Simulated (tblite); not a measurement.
Species: C5H8BCl2Ga.
Numbering: `[CH:1]#[C:2][Ga-:3]1([CH2:4][CH:5]=[CH2:6])[Cl+:7][BH2-:8][Cl+:9]1` (hydrogens: H10 on C1; H11, H12 on C4; H13 on C5; H14, H15 on C6; H16, H17 on B8)
Bond orders are those of one Lewis drawing.

Computed with GFN2-xTB (tblite), gas phase: L-BFGS steps from a force-field or distance-geometry start until the largest atomic force falls under 0.01 eV/Å.

Geometry at step 82:
```
atom  x, y, z in Å
C1      1.5694    3.8009    0.6018
C2      1.0074    2.7403    0.4859
Ga3     0.2379    0.9229    0.4144
C4     -1.7176    0.2990    0.5652
C5     -1.8949   -0.7928   -0.4300
C6     -1.9562   -2.0830   -0.1330
Cl7     1.3888   -0.1551   -1.2731
B8      2.3526   -1.1448    0.0063
Cl9     1.6346   -0.4797    1.6120
H10     2.0509    4.7356    0.6931
H11    -2.4003    1.1280    0.3599
H12    -1.9094   -0.0672    1.5787
H13    -1.9596   -0.4767   -1.4661
H14    -1.8875   -2.4335    0.8839
H15    -2.0974   -2.8333   -0.8928
H16     3.4952   -0.8622   -0.0642
H17     2.0793   -2.2864   -0.0923
```

Q: What forces act on the atoms?

A: 
| atom | Fx (eV/Å) | Fy (eV/Å) | Fz (eV/Å) |
| --- | --- | --- | --- |
| C1 | 0.054 | 0.102 | 0.020 |
| C2 | -0.053 | -0.152 | 0.054 |
| Ga3 | 0.043 | 0.058 | -0.015 |
| C4 | 0.007 | -0.013 | -0.003 |
| C5 | -0.059 | -0.132 | -0.001 |
| C6 | 0.025 | 0.065 | -0.020 |
| Cl7 | 0.023 | -0.041 | 0.010 |
| B8 | -0.023 | 0.027 | -0.015 |
| Cl9 | 0.015 | 0.006 | -0.004 |
| H10 | -0.014 | 0.011 | -0.023 |
| H11 | 0.000 | 0.045 | -0.010 |
| H12 | 0.020 | 0.011 | 0.018 |
| H13 | -0.040 | 0.022 | -0.047 |
| H14 | -0.021 | -0.008 | 0.032 |
| H15 | 0.041 | 0.008 | 0.009 |
| H16 | -0.026 | -0.009 | 0.017 |
| H17 | 0.009 | 0.000 | -0.022 |

The largest, 0.17 eV/Å, acts on C2; the rms over all components is 0.042 eV/Å. The forces sum to zero within rounding, as they must for an isolated molecule in no field.

Q: Give the force on C2 in Eh/bohr and in nN.

A: 0.170 eV/Å ÷ 51.422 = 0.00330 Eh/bohr, and 0.170 eV/Å × 1.602 = 0.27 nN.

Q: How far is this geometry from the end of the optimisation?

A: 0.018 eV above it, and 0.237 Å rms away after alignment. The bonds farthest from their final lengths, with half the difference of the two atoms' forces along the bond (positive lengthens):

```csv
bond,now (Å),final (Å),force along bond (eV/Å)
C2–Ga3,1.975,1.971,-0.11
Ga3–C4,2.058,2.062,+0.03
B8–Cl9,1.880,1.878,-0.01
C6–H14,1.078,1.080,+0.03
Ga3–Cl9,2.314,2.312,+0.01
Cl7–B8,1.883,1.881,-0.04
```

The angle farthest from its final value is C1–C2–Ga3, 174.0° against 178.5°.

What follows is the cost of the whole relaxation. Hardware: one thread of an Arm Neoverse N1, shared host with 64 logical CPUs at a one-minute load of 61. Cost: 2.7 s of wall time.
